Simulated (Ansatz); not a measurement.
Name a neutral molecule of Cl, F, Mo, O and H with size of the dipole moment (PBE/def2-TZVPP) between 2.25 and 2.55 D and HOMO energy (PBE/def2-TZVPP) between -7.50 and -7.20 eV (Ansatz, PBE0-D4/def2-TZVP geometry).

`[OH][Mo]([OH])([F])([Cl])([Cl])[Cl]` (2.50 D, -7.31 eV). Other molecules can fit too; these were computed, each in one conformer that needn't be the lowest.
